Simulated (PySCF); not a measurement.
Job for PySCF: R-B3LYP/6-31G* on CH7NS (a complex), monomers drawn apart or pushed together.

```python
from pyscf import gto, scf, dft, mp
from pyscf.data.elements import chemcore

mol = gto.M(
    atom='''
    S     0.29857264    0.13114982   -0.13144644
    H     0.51332135    0.25786417    1.20852788
    H     0.57665370   -1.18196172   -0.12453179
    C    -0.72755359   -0.38198412    3.94748224
    N     0.47809181    0.36804611    3.58807516
    H    -0.61597834   -1.41570815    3.61857014
    H    -1.58014022    0.03686727    3.41235451
    H    -0.95890104   -0.38585141    5.01912761
    H     1.29867991   -0.01689196    4.04005363
    H     0.40454834    1.33677170    3.87503757
    ''',
    basis='6-31g*',
    cart=True,
    charge=0, spin=0, verbose=3, max_memory=1800)
mf = dft.RKS(mol, xc='b3lyp')
mf.conv_tol = 1e-8
mf.max_cycle = 100
mf.kernel()
if not mf.converged:
    mf = mf.newton().run(mf.mo_coeff, mf.mo_occ)
```

Program output:

```
converged SCF energy = -495.245904011878
```

The calculation finished and met its thresholds.

Cost: very roughly 5 core-seconds.
